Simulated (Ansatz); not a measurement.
`C[SiH2][CH2][GaH][SiH3]` and `C[SiH2]CBr` differ in one atom or group.

Ansatz, PBE0-D4/def2-TZVP geometries, multiplicity 1. Each molecule was computed in one conformer, which needn't be the lowest.

Scalar relativity is left out up to krypton. Spin–orbit coupling is left out; it splits and shifts lone-pair levels of the heavy atoms by tenths of an eV.

| property | `C[SiH2][CH2][GaH][SiH3]` |
| --- | --- |
| HOMO–LUMO gap (PBE0/def2-TZVPP) / eV | 5.52 |
| HOMO energy (ωB97M-V/def2-TZVPP) / eV | -9.40 |
| size of the dipole moment (PBE/def2-TZVPP) / D | 0.80 |
| ideal-gas entropy at 298 K and 1 bar (rigid rotor, harmonic PBE0-D4/def2-TZVP) / J/(mol·K) | 441 |
| HOMO energy (B3LYP/def2-TZVPP) / eV | -7.17 |
| size of the dipole moment (B3LYP/def2-TZVPP) / D | 0.80 |

(1) What does the change do to each property? (Best estimate.)

Results:

(1) Computed: 
```tsv
property	`C[SiH2]CBr`	shift
HOMO–LUMO gap (PBE0/def2-TZVPP) / eV	7.43	1.91
HOMO energy (ωB97M-V/def2-TZVPP) / eV	-9.93	-0.53
size of the dipole moment (PBE/def2-TZVPP) / D	1.47	0.67
ideal-gas entropy at 298 K and 1 bar (rigid rotor, harmonic PBE0-D4/def2-TZVP) / J/(mol·K)	346	-95
HOMO energy (B3LYP/def2-TZVPP) / eV	-7.47	-0.30
size of the dipole moment (B3LYP/def2-TZVPP) / D	1.55	0.75
```

With PBE0 the HOMO falls by 0.32 eV and the LUMO rises by 1.58 eV, so the gap widens by about 1.90 eV. PBE moves the HOMO by -0.13 eV and ωB97M-V by -0.53 eV. The zero-point energy changes by -78.0 kJ/mol with -15 modes. Dipoles are sizes alone; their direction can turn. Modes under 60 cm⁻¹, often nearly free rotors, make the harmonic entropy too high.

Positive LUMOs are unbound, so they and the gaps depend on the basis.

B3LYP here is the variant with VWN-RPA as its local correlation; programs differ in this.
